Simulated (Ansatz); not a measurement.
Ansatz (a program for electronic structure) input:

Ansatz 0.2 input:
```yaml
crystal:
  periodic: [false, false, false]
  atoms:
    - {symbol: F, position_ang: [-1.90484661, -1.05629693, 0.00370976]}
    - {symbol: C, position_ang: [-1.21809705, 0.00093282, -0.01148083]}
    - {symbol: F, position_ang: [-1.90281836, 1.05921285, -0.03959781]}
    - {symbol: I, position_ang: [0.78448240, -0.00060076, 0.00739391]}
basis:
  gaussian:
    orbitals: def2-TZVP
hamiltonian:
  xc: b3lyp
  dispersion: d3bj
total_charge: 1
phonons: {temperatures: {t_min: 298.15, t_max: 298.15, t_step: 100}}
```

**Question.** What final total energy does it print?

**Answer.** -535.33284 Eh (B3LYP-D3(BJ)/def2-TZVP). The basis has 143 functions. The run takes roughly 24 core-seconds.
